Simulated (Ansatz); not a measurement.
Si16Bi, relaxed as a doublet with UKS r2SCAN-D4/def2-SVP in Ansatz, starting from the GFN1-xTB geometry. Force threshold 0.03 eV/Å.

In the def2 sets Bi takes a core potential; there is no spin–orbit coupling. Another isomer (doublet) lies 0.73 eV lower at PBE0-D4/def2-TZVP; other spin states weren't run for this one.

Start:

Cartesian coordinates in Å:
```
Bi -2.3370 0.9388 3.3663
Si 1.6107 1.8546 -1.3562
Si 0.2047 -2.2748 1.0113
Si 0.1333 0.2038 -2.4117
Si -2.2089 -0.6608 -2.6297
Si -0.5484 2.2274 1.7172
Si 1.5284 -2.8747 -0.9608
Si -0.4279 -2.2942 -2.3183
Si -1.7911 -1.7126 -0.3501
Si -2.1094 0.4277 0.7261
Si -0.1337 -0.2325 2.3078
Si 2.7124 -1.7131 0.8474
Si -0.5470 2.8163 -0.6062
Si 1.7628 2.1812 1.1055
Si 2.2676 -0.4934 -1.2747
Si 2.2112 0.1493 2.2716
Si -2.3278 1.4570 -1.4454
```

Problem. Estimate the energy that the relaxation releases and the steps that it takes.

Solution. 3.55 eV, in 24 steps; 1.7 min on 2 threads of AMD EPYC 7R13 on a shared host and a share (18 GiB) of an NVIDIA H100 80GB HBM3. No frequencies were taken in this run, so the end may be a saddle point.

Problem. Does the start keep its bonding and symmetry?

Solution. Bonds lost: Bi1–Si11, Si2–Si4, Si5–Si17, Si7–Si15, Si12–Si15 (atoms count from 1). Bonds formed: Si2–Si12, Si4–Si17, Si8–Si15, Si10–Si13, Si11–Si12, Si11–Si14, Si12–Si14 (atoms count from 1).

Problem. Predict the relaxed structure.

Solution. 
```xyz
17

Bi   -2.9161    1.6016    2.8386
Si    1.5477    1.0379   -0.7880
Si    0.0229   -1.9193    0.8017
Si   -0.8286    0.3968   -2.3865
Si   -1.7847   -1.8416   -2.7597
Si   -0.4340    1.6819    1.8366
Si    1.7559   -2.9878   -0.2923
Si    0.4091   -1.7628   -1.8575
Si   -1.8341   -1.3513   -0.4228
Si   -2.3641    0.8097    0.3433
Si    0.5769   -0.4443    2.6014
Si    2.2996   -0.8587    0.7093
Si   -0.4901    2.2518   -0.4299
Si    2.0451    1.4633    1.5614
Si    1.4618    0.1219   -2.9798
Si    2.9711   -0.2946    2.9038
Si   -2.4385    2.0955   -1.6794
```
Bond lengths: 31 × Si–Si 2.30 to 2.62 Å; 2 × Bi–Si 2.68 Å.
